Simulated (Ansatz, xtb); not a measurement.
## CH3CuSi: which of two structures lies lower

Structure I: a singlet given by its coordinates. Structure II: a singlet given by its coordinates. Both are isolated molecules in the gas phase, relaxed with r2SCAN-D4/def2-TZVP.

I (Å):

```
atom    x (Å)    y (Å)    z (Å)
   C  -0.5483  -0.1687  -1.3879
  Cu   0.3308  -0.1482   2.2877
  Si  -0.2754   0.2407   0.2366
   H  -0.3565  -1.1634  -1.7851
   H  -0.9292   0.5393  -2.1196
   H   0.8632  -1.2098   3.2244
```

Close contacts (Å): C1–Si3 1.70, Cu2–Si3 2.17, C1–H4 1.09, C1–H5 1.09, Cu2–H6 1.51.

II (Å):

```xyz
6

C    -0.5452    0.6168    1.3070
Cu   -0.4753   -0.7720   -0.2019
Si    0.5402    1.2928    0.1029
H    -1.5225    1.0933    1.4480
H    -0.2583   -1.8674   -1.2282
H    -0.2776   -0.0004    2.1685
```

Close contacts (Å): C1–Cu2 2.05, C1–Si3 1.76, Cu2–Si3 2.32, C1–H4 1.10, C1–H6 1.09, Cu2–H5 1.52.

Energies in hartree; the thermal terms are from r2SCAN-D4/def2-TZVP harmonic frequencies (ideal gas, rigid rotor, one conformer each, 298.15 K, 1 atm) and include the zero-point energy:

|  | I | II |
| --- | --- | --- |
| E, CCSD(T)/def2-TZVP | −1968.320452 | −1968.334801 |
| zero-point energy | 0.029654 | 0.029798 |
| H(298 K) − E | 0.036261 | 0.036057 |
| G(298 K) − E | 0.000821 | 0.001211 |

Work out ΔE, ΔE₀, ΔH and ΔG for I → II in kJ/mol (1 Eh = 2625.50 kJ/mol) and the equilibrium ratio [II]/[I].

1. ΔE = −1968.334801 − (−1968.320452) = −0.014349 Eh = −37.67 kJ/mol.
2. ΔE₀ = ΔE + ΔZPE = −0.014349 + (+0.000144) Eh = −37.30 kJ/mol.
3. ΔH = ΔE + (−0.000204) Eh = −38.21 kJ/mol.
4. ΔG = ΔE + (+0.000390) Eh = −36.65 kJ/mol, so ΔS = (ΔH − ΔG)/T = −5.2 J/(mol K).
5. kT = 0.9442 mEh, so K = [II]/[I] = exp(−ΔG/kT) = exp(+14.78) ≈ 2.6 × 10^6.

Structure II is favoured at this temperature. An error of 4 kJ/mol in ΔG would change K by a factor of 5. Large T1 diagnostics make the coupled-cluster value less sure. Mirror images and further conformers aren't counted.

Other levels gave ΔE = −34.0 (r2SCAN-D4/def2-TZVP); −20.8 (HF/def2-TZVP); −52.9 (MP2/def2-TZVP) kJ/mol. The correlated steps freeze 11 core orbitals; the last core shell of Cu is correlated, in a basis made for valence electrons. Programs: Ansatz 0.2.0.
